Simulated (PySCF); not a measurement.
OSe, triplet, at a GFN2-xTB geometry. Base run: HF/STO-3G in PySCF.

PySCF was given this input:
```python
from pyscf import gto, scf

mol = gto.Mole()
mol.atom = '''
    O    -0.00000000   -0.00000000   -1.29850896
    Se    0.00000000    0.00000000    0.30553152
'''
mol.basis = 'sto-3g'
mol.spin = 2
mol.verbose = 4
mol.symmetry = True
mol.build()

mf = scf.UHF(mol)
mf.kernel()
mf.analyze()
```

Variants of this job, named by their change:

```tsv
change	ΔE vs base (eV)	point group used	SCF cycles
base	0.00	Coov	11
symmetry_subgroup = C2v	0.00	C2v	11
symmetry = off	0.00	C1	11
```

Open shells are given as the SCF converged; they aren't shown to be the lowest states, and a large step between rows can be another state.
